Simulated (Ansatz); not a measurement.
Consider the formal exchange of groups at the Si–C bond: `OC[SiH2]O[SiH3]` + `C#CC=O` → `O=C[SiH2]O[SiH3]` + `C#CCO`.

Gas-phase electronic energies from Ansatz, PBE0-D4/def2-TZVP geometries. CCSD(T)/CBS adds triple-zeta CCSD(T) − MP2 to the extrapolated MP2 energy (def2 sets, frozen cores). This one scheme is used for every species. DFT in def2-TZVPP. Each species was taken in one conformer, which may not be the lowest.

`OC[SiH2]O[SiH3]`:

Cartesian coordinates in Å:
```
O -0.010 -1.502 0.870
C 1.224 -0.993 0.383
Si 0.811 0.019 -1.149
O -0.319 1.134 -0.761
Si -1.649 1.332 0.176
H 0.136 -1.941 1.710
H 1.717 -0.346 1.123
H 1.932 -1.797 0.132
H 0.293 -0.872 -2.219
H 2.033 0.717 -1.625
H -2.640 0.254 -0.068
H -2.250 2.641 -0.186
H -1.279 1.354 1.614
```

`C#CC=O`:

Cartesian coordinates in Å:
```
C -0.864 0.226 1.246
C -0.184 0.079 0.266
C 0.627 -0.161 -0.904
O 1.092 0.712 -1.588
H -1.465 0.375 2.113
H 0.794 -1.230 -1.132
```

`O=C[SiH2]O[SiH3]`:

```xyz
11

O    -0.065    0.988    1.700
C    -0.339    1.679    0.748
Si   -0.338    0.903   -1.008
O     0.068   -0.656   -0.838
Si    0.483   -1.812    0.260
H    -0.588    2.755    0.909
H    -1.694    1.046   -1.598
H     0.646    1.628   -1.853
H     0.714   -3.057   -0.515
H     1.731   -1.438    0.968
H    -0.619   -2.035    1.227
```

`C#CCO`:

Cartesian coordinates in Å:
```
C 0.858 -0.263 1.643
C 0.455 -0.186 0.515
C -0.055 -0.051 -0.844
O -1.447 0.174 -0.900
H 1.216 -0.344 2.642
H 0.501 0.748 -1.354
H 0.129 -0.974 -1.399
H -1.656 0.896 -0.302
```

(1) Is it downhill or uphill in electronic energy at CCSD(T)/CBS, and by how much? (An estimate is asked.)

(2) What do these levels give: PBE0-D4, r2SCAN, CCSD/def2-TZVPP, MP2/def2-QZVPP, MP2/CBS(def2), CCSD/CBS(def2)? (An estimate is asked.)

Largest T1 diagnostic among the species: 0.016.

Results:

(1) The calculation gave: Uphill: ΔE = +0.13 eV.

(2) Ansatz gave: PBE0-D4 0.15, r2SCAN 0.18, CCSD/def2-TZVPP 0.13, MP2/def2-QZVPP 0.17, MP2/CBS(def2) 0.17, CCSD/CBS(def2) 0.12 eV.

In def2-TZVPP, CCSD(T) changes the Hartree–Fock value by +0.06 eV (the triples alone add +0.02 eV) and MP2 by +0.10 eV.
